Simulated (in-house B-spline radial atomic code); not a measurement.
Inner-shell binding energies (edges) and X-ray emission energies of free atoms and ions, as differences of relaxed hole-state energies with first-order Breit, QED and recoil terms, without correlation or multiplet splittings, in NIST's listed ground configurations. For neutral atoms such line energies lie within some 1 to 5 eV of tabulated X-ray lines (up to 20 eV for the heaviest). K = 1s, L1 = 2s, L3 = 2p3/2, M3 = 3p3/2. A dash marks a subshell that is part filled or wasn't run, or a line left out. Computed with a B-spline radial code for spherical atoms: Dirac-Hartree-Fock, average of the configuration, finite nuclei.

| ion | configuration | K edge (eV) | L1 edge (eV) | L3 edge (eV) | K-M3 (eV) |
| --- | --- | --- | --- | --- | --- |
| Ar | [Ne] 3s2 3p6 | 3205.79 | 327.02 | 248.16 | 3191.1 |
| K+ | [Ne] 3s2 3p6 | 3621.19 | 393.17 | 307.47 | 3590.66 |
| Ca2+ | [Ne] 3s2 3p6 | ? | ? | ? | ? |
| Sc3+ | [Ne] 3s2 3p6 | 4536.58 | 547.75 | 447.75 | 4464.27 |
| Ti4+ | [Ne] 3s2 3p6 | ? | ? | ? | ? |
| V5+ | [Ne] 3s2 3p6 | 5564.61 | 731.37 | 616.19 | 5437.64 |
| Cr6+ | [Ne] 3s2 3p6 | 6120.95 | 833.99 | 710.82 | 5961.93 |
| Mn7+ | [Ne] 3s2 3p6 | 6705.59 | 943.79 | 812.37 | 6511.4 |

Task: Fill in the row of Ca2+.

Result: K edge (eV): 4064.8; L1 edge (eV): 466.8; L3 edge (eV): 374.05; K-M3 (eV): 4015.03.

Task: Fill in the row of Ti4+.

Result: K edge (eV): 5036.5; L1 edge (eV): 635.95; L3 edge (eV): 528.48; K-M3 (eV): 4938.45.
